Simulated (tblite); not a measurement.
Isomers of C5H5ClO2S2. Level: GFN2-xTB in tblite, geometry and Hessian alike; calculated harmonic values, unscaled, isolated species. The method is semi-empirical: single wavenumbers can be off by several per cent or more. One conformer each.

Electronic energies: GFN2-xTB at the same geometries; isomer energies are rough at this level and their order can be wrong.

```json
{"SMILES": "CS(=O)(=O)c1ccc(Cl)s1", "electronic energy, lowest = 0 (kcal/mol)": "22.4"}
{"SMILES": "Cc1csc(S(=O)(=O)Cl)c1", "electronic energy, lowest = 0 (kcal/mol)": "0.1"}
{"SMILES": "Cc1ccc(S(=O)(=O)Cl)s1", "electronic energy, lowest = 0 (kcal/mol)": "0.0"}
```

Problem. How do GFN2-xTB zero-point energies change the relative energies?

Solution. 
```
               SMILES  ZPE (kcal/mol)  of it from modes above 1550 cm⁻¹  electronic (kcal/mol)  with ZPE, lowest = 0 (kcal/mol)  lowest mode (cm⁻¹)  rings
Cc1ccc(S(=O)(=O)Cl)s1            58.3                              24.2                    0.0                              0.0                  30      1
Cc1csc(S(=O)(=O)Cl)c1            58.4                              24.3                    0.1                              0.1                  26      1
CS(=O)(=O)c1ccc(Cl)s1            57.4                              22.2                   22.4                             21.5                  28      1
```

The zero-point energies span 1.0 kcal/mol, from `CS(=O)(=O)c1ccc(Cl)s1` to `Cc1csc(S(=O)(=O)Cl)c1`. The order is unchanged.

Problem. What do entropy and thermal enthalpy add at 298.15 K and 1 bar (rigid rotor, harmonic oscillator, one conformer each)?

Solution. 
| SMILES | point group | symmetry number | S (cal/(mol K)) | H − H(0) (kcal/mol) | ZPE + H − H(0) − TS (kcal/mol) |
| --- | --- | --- | --- | --- | --- |
| Cc1ccc(S(=O)(=O)Cl)s1 | C1 | 1 | 107.1 | 7.46 | 33.8 |
| Cc1csc(S(=O)(=O)Cl)c1 | C1 | 1 | 106.4 | 7.41 | 34.1 |
| CS(=O)(=O)c1ccc(Cl)s1 | C1 | 1 | 105.8 | 7.42 | 33.3 |
